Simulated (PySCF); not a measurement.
**Electron correlation in P (phosphorus, neutral)**

[Ne] 3s2 3p2 4s1, high-spin 4P determinant (an excited configuration). All numbers are calculated (PySCF 2.14, the spin-free X2C one-electron Hamiltonian (Gaussian nucleus), in dyall-av3z (19s12p3d2f, 84 functions)). Frozen: [Ne]; 5 electrons correlated; the 26 highest virtual orbitals of each spin left out.

| level | correlation energy (mhartree) |
| --- | --- |
| CCSD | -93.07 |
| (T) | -3.35 |
| CCSD(T) | -96.42 |

Diagnostics: T1 = 0.017, D1 = 0.0509, largest double amplitude 0.097.

The outer electron is Rydberg-like, and this basis confines it to a smaller radius and binds it less than a complete one would.

Cost of the coupled-cluster step: roughly 5 core-seconds, for 5 correlated electrons.

Iterations:

```
CC2 = 0
CCSD nocc = (np.int64(4), np.int64(1)), nmo = (53, 53)
frozen orbitals [[0, 1, 2, 3, 4, 58, 59, 60, 61, 62, 63, 64, 65, 66, 67, 68, 69, 70, 71, 72, 73, 74, 75, 76, 77, 78, 79, 80, 81, 82, 83], [0, 1, 2, 3, 4, 58, 59, 60, 61, 62, 63, 64, 65, 66, 67, 68, 69, 70, 71, 72, 73, 74, 75, 76, 77, 78, 79, 80, 81, 82, 83]]
max_cycle = 100
direct = 0
conv_tol = 1e-08
conv_tol_normt = 1e-06
diis_space = 8
diis_start_cycle = 0
Init t2, MP2 energy = -0.0728224134979636
Init E_corr(UCCSD) = -0.0728224134985377
cycle = 1  E_corr(UCCSD) = -0.0869267668134521  dE = -0.0141043533  norm(t1,t2) = 0.054342
cycle = 2  E_corr(UCCSD) = -0.090686034892796  dE = -0.00375926808  norm(t1,t2) = 0.0214107
cycle = 3  E_corr(UCCSD) = -0.0929570547018382  dE = -0.00227101981  norm(t1,t2) = 0.0106891
cycle = 4  E_corr(UCCSD) = -0.0929502033164191  dE = 6.85138542e-06  norm(t1,t2) = 0.00417789
cycle = 5  E_corr(UCCSD) = -0.0930556047378709  dE = -0.000105401421  norm(t1,t2) = 0.00278706
cycle = 6  E_corr(UCCSD) = -0.0930346876248196  dE = 2.09171131e-05  norm(t1,t2) = 0.0016528
cycle = 7  E_corr(UCCSD) = -0.0930615039699937  dE = -2.68163452e-05  norm(t1,t2) = 0.00104781
cycle = 8  E_corr(UCCSD) = -0.0930611548234209  dE = 3.49146573e-07  norm(t1,t2) = 0.000650085
cycle = 9  E_corr(UCCSD) = -0.0930610603105555  dE = 9.45128654e-08  norm(t1,t2) = 0.000845802
cycle = 10  E_corr(UCCSD) = -0.0930675821965742  dE = -6.52188602e-06  norm(t1,t2) = 0.000336806
cycle = 11  E_corr(UCCSD) = -0.0930681942751583  dE = -6.12078584e-07  norm(t1,t2) = 8.13573e-05
cycle = 12  E_corr(UCCSD) = -0.0930684995960874  dE = -3.05320929e-07  norm(t1,t2) = 2.79536e-05
cycle = 13  E_corr(UCCSD) = -0.0930680146891853  dE = 4.84906902e-07  norm(t1,t2) = 1.00976e-05
cycle = 14  E_corr(UCCSD) = -0.093067994668138  dE = 2.00210473e-08  norm(t1,t2) = 2.41562e-06
cycle = 15  E_corr(UCCSD) = -0.0930680181984603  dE = -2.35303223e-08  norm(t1,t2) = 1.05244e-06
cycle = 16  E_corr(UCCSD) = -0.0930680251912479  dE = -6.99278754e-09  norm(t1,t2) = 5.34887e-07
UCCSD converged
E(UCCSD) = -341.3816631074798  E_corr = -0.09306802519124786
UCCSD(T) correction = -0.0033515852585042
```
